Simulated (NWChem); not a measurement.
System meant: CH4CdOS; SMILES C[S][Cd][OH]

The following NWChem deck was run.

```
start job
memory heap 200 mb stack 900 mb global 1100 mb
geometry units angstroms noautoz
  Cd    -0.590148     0.441634    -0.195225
  O     -0.415539     2.349460    -0.655221
  H      0.068214     2.835347     0.022520
  S     -0.892238    -1.823182     0.274292
  C      0.598433    -2.594058    -0.451234
  H      0.659549    -2.446713    -1.538271
  H      0.508004    -3.672423    -0.257681
  H      1.524712    -2.239506     0.021518
end
basis spherical
  Cd library def2-svp
  O library def2-svp
  H library def2-svp
  S library def2-svp
  C library def2-svp
end
ecp
  Cd library def2-ecp
end
dft
  xc pbe0
  iterations 4
  mulliken
end
task dft energy
```

End of the output:

```
    Atom       Charge   Shell Charges
 -----------   ------   -------------------------------------------------------
    1 Cd  20    19.72   0.01  1.01  0.94  0.62  0.30  5.64  0.72  0.37  8.67  1.44  0.00
    2 O    8     8.32   1.97  0.90  0.65  2.66  2.12  0.01
    3 H    1     0.93   0.57  0.18  0.19
    4 S   16    15.95   2.00  1.95  0.97  0.66  5.81  1.89  2.60  0.06
    5 C    6     6.18   1.96  0.60  0.34  1.85  1.35  0.07
    6 H    1     0.97   0.64  0.26  0.07
    7 H    1     0.96   0.64  0.26  0.07
    8 H    1     0.97   0.64  0.26  0.07

 center of mass
 --------------
 x =  -0.06275067 y =   0.16394811 z =  -0.00796304

 moments of inertia (a.u.)
 ------------------
        1204.281647447311          -0.000000000000          -0.000000000000
          -0.000000000000         126.564395081963          -0.000000000000
          -0.000000000000          -0.000000000000        1313.874765549617

     Multipole analysis of the density
     ---------------------------------

     L   x y z        total         alpha         beta         nuclear
     -   - - -        -----         -----         ----         -------
     0   0 0 0      0.000000    -27.000000    -27.000000     54.000000

     1   1 0 0      0.509157     -1.844505     -1.844505      4.198167
     1   0 1 0     -0.215168     15.016362     15.016362    -30.247892
     1   0 0 1      0.540200      0.314398      0.314398     -0.088597

     2   2 0 0    -33.735816    -51.679916    -51.679916     69.624015
     2   1 1 0     -3.705872      3.770912      3.770912    -11.247696
     2   1 0 1      0.509517     -0.050215     -0.050215      0.609946
     2   0 2 0    -38.124892   -325.450107   -325.450107    612.775322
     2   0 1 1      3.425170     -0.231985     -0.231985      3.889139
     2   0 0 2    -33.361194    -20.796873    -20.796873      8.232551

 ------------------------------------------------------------------------
 dft energy failed                                                                                  0
 ------------------------------------------------------------------------
 ------------------------------------------------------------------------
  current input line :
    28: task dft energy
 ------------------------------------------------------------------------
 ------------------------------------------------------------------------
 This type of error is most commonly associated with calculations not reaching convergence criteria
 ------------------------------------------------------------------------
 For more information see the NWChem manual at https://nwchemgit.github.io

0:dft energy failed:Received an Error in Communication
```

### Question
Find the fault in this run and fix the input.

### Answer
Convergence was not reached. Cause: the SCF was allowed too few iterations. This input runs:
```
start job
memory heap 200 mb stack 900 mb global 1100 mb
geometry units angstroms noautoz
  Cd    -0.590148     0.441634    -0.195225
  O     -0.415539     2.349460    -0.655221
  H      0.068214     2.835347     0.022520
  S     -0.892238    -1.823182     0.274292
  C      0.598433    -2.594058    -0.451234
  H      0.659549    -2.446713    -1.538271
  H      0.508004    -3.672423    -0.257681
  H      1.524712    -2.239506     0.021518
end
basis spherical
  * library def2-svp
end
ecp
  Cd library def2-ecp
end
dft
  xc pbe0
  iterations 150
  mulliken
end
task dft energy
```
It converges to -681.18654 Ha (PBE0/def2-SVP with def2 effective core potentials on Cd).
